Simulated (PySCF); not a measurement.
Polarisability and C₆ of Kr¹⁷⁺ (krypton, charge +17)

[Ar] 3d1, 2D determinant. Calculation: PySCF 2.14, in an even-tempered Gaussian basis (17 s from 1.4 bohr⁻², ratio 2.5; 11 p from 1.8 bohr⁻², ratio 2.5; 8 d from 1.8 bohr⁻², ratio 2.5; 4 f from 6.2 bohr⁻², ratio 2.7; 4 g from 9.3 bohr⁻², ratio 2.7); no relativity, point nucleus. Coupled (time-dependent) response in atomic units; α is the mean over directions.

| method | mean α (bohr³) | α xx, yy, zz | C₆ (like pair) | S(−4) |
| --- | --- | --- | --- | --- |
| UHF | 0.09552 | 0.09346, 0.09346, 0.09965 | 0.04191 | 0.003782 |

S(−4) is the Cauchy moment in α(ω) = α(0) + S(−4) ω² + …

Spin-orbit coupling is absent.

α(iu) at UHF:

```json
{"u (hartree)": "0", "α(iu) (bohr³)": "0.09552"}
{"u (hartree)": "0.600", "α(iu) (bohr³)": "0.09418"}
{"u (hartree)": "1.20", "α(iu) (bohr³)": "0.09043"}
{"u (hartree)": "2.40", "α(iu) (bohr³)": "0.07853"}
{"u (hartree)": "3.60", "α(iu) (bohr³)": "0.06546"}
{"u (hartree)": "4.80", "α(iu) (bohr³)": "0.05427"}
{"u (hartree)": "6.00", "α(iu) (bohr³)": "0.04552"}
{"u (hartree)": "9.00", "α(iu) (bohr³)": "0.03150"}
{"u (hartree)": "12.0", "α(iu) (bohr³)": "0.02362"}
{"u (hartree)": "18.0", "α(iu) (bohr³)": "0.01512"}
{"u (hartree)": "30.0", "α(iu) (bohr³)": "0.007943"}
```

For an ion, C₆ is the dispersion term alone; charge-induced terms of lower order in 1/R come first.

The components differ because the open shell of this determinant is not spherical; for a pure term their mean is the scalar polarisability.

Spin-orbit coupling, absent here, splits the open shell strongly.
